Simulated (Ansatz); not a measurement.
Reaction (hydrogen abstraction from a Ge–H bond): `C=[CH][GeH2][Cl]` + `[SiH3]`• → `C=[CH][GeH][Cl]`• + SiH₄

Program: Ansatz. Geometries: PBE0-D4/def2-TZVP. ΔE: electronic, gas phase. CBS: MP2 limit from def2 TZ/QZ plus the TZ coupled-cluster correction, frozen cores. This one scheme is used for every species. DFT in def2-TZVPP. Open shells (•) are unrestricted, without spin–orbit coupling. For Ge outer-core shells are correlated without core-valence functions, which leaves a few kJ/mol of doubt a bond. Scalar relativity is left out up to krypton. Each species was taken in one conformer, which may not be the lowest.

`C=[CH][GeH2][Cl]`:

Z-matrix (Å, degrees):
```
Ge
C 1 1.932
Cl 1 2.160 2 107.6
H 1 1.536 2 112.5 3 117.2
H 1 1.536 2 112.6 3 -117.2
C 2 1.326 1 123.5 3 0.2
H 2 1.088 1 116.9 3 -179.8
H 6 1.086 2 121.6 1 180.0
H 6 1.086 2 121.7 1 -0.0
```

`[SiH3]`•:

Z-matrix (Å, degrees):
```
Si
H 1 1.486
H 1 1.486 2 111.3
H 1 1.486 2 111.3 3 124.6
```

`C=[CH][GeH][Cl]`•:

Cartesian coordinates in Å:
```
C -1.275 0.107 0.417
C -0.392 -0.505 -0.368
Ge 1.364 0.194 -0.749
Cl 1.786 1.760 0.684
H -2.267 -0.303 0.582
H -1.036 1.031 0.934
H -0.668 -1.422 -0.885
H 2.489 -0.861 -0.615
```

SiH₄:

Z-matrix (Å, degrees):
```
Si
H 1 1.485
H 1 1.485 2 109.5
H 1 1.485 2 109.5 3 -120.0
H 1 1.485 2 109.5 3 120.0
```

Problem. Is it downhill or uphill in electronic energy at CCSD(T)/CBS, and by how much? (An estimate is asked.)

Solution. Ansatz gave: Downhill: ΔE = -32.9 kJ/mol.

Problem. What do these levels give: LDA (SPW92), PBE0-D4, r2SCAN0-D4, ωB97X-V, ωB97M-V, PBE-QIDH, BHLYP, RPA@PBE/def2-TZVPP, MP2/def2-SVP, CCSD(T)/def2-TZVPP, HF/def2-QZVPP, SCS-MP2/def2-QZVPP? (Best estimate.)

Solution. Computed: LDA (SPW92) -41.1, PBE0-D4 -36.6, r2SCAN0-D4 -35.5, ωB97X-V -37.7, ωB97M-V -45.1, PBE-QIDH -31.6, BHLYP -40.8, RPA@PBE/def2-TZVPP -30.1, MP2/def2-SVP -12.4, CCSD(T)/def2-TZVPP -31.3, HF/def2-QZVPP -35.1, SCS-MP2/def2-QZVPP -19.0 kJ/mol.

Largest T1 diagnostic among the species: 0.022.

At CCSD(T), def2-SVP lies +3.9 kJ/mol from the extrapolated value and def2-TZVPP +1.6 kJ/mol. Leaving LDA and LC-ωPBE aside and taking each functional with its dispersion term where it has one, the values, not all of them listed here, spread over 18.5 kJ/mol, from BLYP-D4 to PBE-QIDH.
